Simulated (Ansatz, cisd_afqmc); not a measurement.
Species: AlH, charge 1, doublet. AlH+ (parent SMILES [AlH], doublet).
B3LYP-D3(BJ)/def2-TZVP minimum from Ansatz (a first-principles code):
```
Al
H 1 1.6229
```
Charge +1, spin multiplicity 2.

Total energies in cc-pV(D+d)Z, 3 correlated electrons, 5 frozen orbitals. Open shells are spin-unrestricted; no spin-orbit coupling. Correlated methods leave the cores frozen. No relativity. AFQMC/CISD: phaseless, guided by CISD from CCSD amplitudes; bars are statistical, one sigma. Outlying blocks are dropped, and bars are widened where a walk drifts. Over all cases where full CI ran beside it in this data, AFQMC minus full CI had a median of +0.1 mEh and passed +0.4 mEh in a tenth of the cases. Full CI freezes restricted core orbitals and the other rows unrestricted ones, which leaves a small offset even where coupled cluster is exact. The spin of HAl+ (parent SMILES [AlH], doublet) was assumed, and the state is the lowest solution found for it.

```json
[
 {"method": "HF", "program": "Ansatz", "energy (Eh)": "-242.18981", "error against FCI (mEh)": "41.78"},
 {"method": "MP2", "program": "Ansatz", "energy (Eh)": "-242.21771", "error against FCI (mEh)": "13.89"},
 {"method": "CCSD", "program": "Ansatz", "energy (Eh)": "-242.23089", "error against FCI (mEh)": "0.70"},
 {"method": "CCSD(T)", "program": "Ansatz", "energy (Eh)": "-242.23137", "error against FCI (mEh)": "0.22"},
 {"method": "CCSDT", "program": "Ansatz", "energy (Eh)": "-242.23162", "error against FCI (mEh)": "-0.02"},
 {"method": "AFQMC/CISD", "program": "cisd_afqmc", "energy (Eh)": "-242.2315 ± 0.0001", "error against FCI (mEh)": "0.1 ± 0.1"},
 {"method": "FCI", "program": "Ansatz", "energy (Eh)": "-242.23160", "error against FCI (mEh)": "0.00"}
]
```
